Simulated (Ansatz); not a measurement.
Computed with Ansatz on PBE0-D4/def2-TZVP structures; ΔE is electronic, products minus reactants. CCSD(T)/CBS is the MP2 limit (def2-TZVPP, def2-QZVPP) plus CCSD(T) − MP2 in def2-TZVPP, frozen cores. DFT in def2-TZVPP. B3LYP here is the variant with VWN-RPA as its local correlation; programs differ in this. For Ge, Se outer-core shells are correlated without core-valence functions, which leaves a few kJ/mol of doubt a bond. Scalar relativity is left out up to krypton. One conformer a species, not always the lowest.

Reaction (formal exchange of groups at the Se–C bond): `BC/N=C/[SeH]` + `B[CH2][GeH3]` → `B[CH2][GeH2][SeH]` + `BCN=C`

Question: Is it downhill or uphill in electronic energy at CCSD(T)/CBS, and by how much? (Estimate.)

Answer: The calculation gave: Downhill: ΔE = -88.4 kJ/mol.

Question: What do these levels give: r2SCAN-D4, B3LYP, HF/def2-TZVPP, CCSD(T)/def2-TZVPP, SCS-MP2/def2-QZVPP, MP2/CBS(def2)? (Best estimate.)

Answer: Ansatz gave: r2SCAN-D4 -79.7, B3LYP -79.8, HF/def2-TZVPP -97.2, CCSD(T)/def2-TZVPP -85.6, SCS-MP2/def2-QZVPP -86.4, MP2/CBS(def2) -88.6 kJ/mol.

Largest T1 diagnostic among the species: 0.012.

The D4 term adds −3.1 kJ/mol with B3LYP and −1.7 kJ/mol with PBE0; it sums over pairs of atoms, weighted by their polarisabilities, and B3LYP, whose exchange is more repulsive, gets the larger term. In def2-TZVPP, CCSD(T) changes the Hartree–Fock value by +11.6 kJ/mol (the triples alone add +2.5 kJ/mol) and MP2 by +11.4 kJ/mol. From PBE to PBE0 (25 % exact exchange), in def2-TZVPP and without D4, ΔE moves by −7.9 kJ/mol.
